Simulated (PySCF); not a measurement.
Two-photon absorption: SMILES C(=C([Se]C)/C=C/[O-])/C=O, [C$_{6}$H$_{7}$O$_{2}$Se]-, charge -1

Molfile (atoms numbered from 1):
```
C6H7O2Se
     RDKit          3D

 16 15  0  0  0  0  0  0  0  0999 V2000
    2.4965   -0.7135    0.2994 C   0  0  0  0  0  0  0  0  0  0  0  0
    1.4154    0.6247    1.2095 Se  0  0  0  0  0  2  0  0  0  0  0  0
   -0.1833    0.5795    0.1087 C   0  0  0  0  0  0  0  0  0  0  0  0
   -0.7844   -0.6497   -0.1814 C   0  0  0  0  0  0  0  0  0  0  0  0
   -0.5995   -1.8747    0.5206 C   0  0  0  0  0  0  0  0  0  0  0  0
   -1.1353   -2.9543    0.2705 O   0  0  0  0  0  0  0  0  0  0  0  0
   -0.5841    1.8559   -0.2966 C   0  0  0  0  0  0  0  0  0  0  0  0
   -1.8686    2.1654   -0.8393 C   0  0  0  0  0  0  0  0  0  0  0  0
   -2.2455    3.2661   -1.2374 O   0  0  0  0  0  0  0  0  0  0  0  0
    2.1130   -1.7278    0.4688 H   0  0  0  0  0  0  0  0  0  0  0  0
    3.5158   -0.6296    0.7047 H   0  0  0  0  0  0  0  0  0  0  0  0
    2.5108   -0.5002   -0.7777 H   0  0  0  0  0  0  0  0  0  0  0  0
   -1.5259   -0.6766   -0.9870 H   0  0  0  0  0  0  0  0  0  0  0  0
    0.0988   -1.7954    1.4001 H   0  0  0  0  0  0  0  0  0  0  0  0
    0.1010    2.6996   -0.1729 H   0  0  0  0  0  0  0  0  0  0  0  0
   -2.5817    1.2967   -0.8678 H   0  0  0  0  0  0  0  0  0  0  0  0
  1  2  1  0
  2  3  1  0
  3  4  1  0
  4  5  2  0
  5  6  1  0
  3  7  2  0
  7  8  1  0
  8  9  2  0
  1 10  1  0
  1 11  1  0
  1 12  1  0
  4 13  1  0
  5 14  1  0
  7 15  1  0
  8 16  1  0
M  CHG  1   6  -1
M  END
```

The calculation used TDDFT CAM-B3LYP/aug-cc-pVDZ excited states, vertical, gas phase in PySCF 2.14.0. Geometry: PBE0-D3(BJ)/def2-SVP.

The calculation is non-relativistic, which matters for the atoms heavier than Zn. For a gas-phase anion, states above the detachment energy (about 2.6 eV, taken as minus the energy of the highest occupied orbital) lie in the continuum and depend on the basis.

Q: Give the one- and two-photon strengths of the lowest singlets.

A: δ for parallel linear polarisation; σ at the peak of a Lorentzian of half width 0.1 eV, single beam; Ω is circular over linear.
```tsv
state	E (eV)	f	photon λ (nm)	δ (au)	σ (GM)	Ω	main
S1	3.52	0.289	705	25.6	0.12	1.20	HOMO→LUMO+1 0.45, HOMO→LUMO 0.26
S2	3.67	0.072	676	118	0.58	1.50	HOMO→LUMO 0.53, HOMO→LUMO+1 0.26
S3	3.94	0.033	629	26.6	0.15	1.21	HOMO−1→LUMO+1 0.38, HOMO−1→LUMO+3 0.12
S4	4.02	0.014	617	230	1.36	1.40	HOMO→LUMO+3 0.58, HOMO→LUMO+2 0.10
S5	4.13	0.007	600	278	1.74	0.97	HOMO→LUMO+2 0.50, HOMO→LUMO+5 0.20
S6	4.19	0.008	591	12.1	0.08	0.74	HOMO−2→LUMO+1 0.37, HOMO−2→LUMO+3 0.13
```

Among these, the strongest one-photon state is S1, the strongest two-photon state S5.
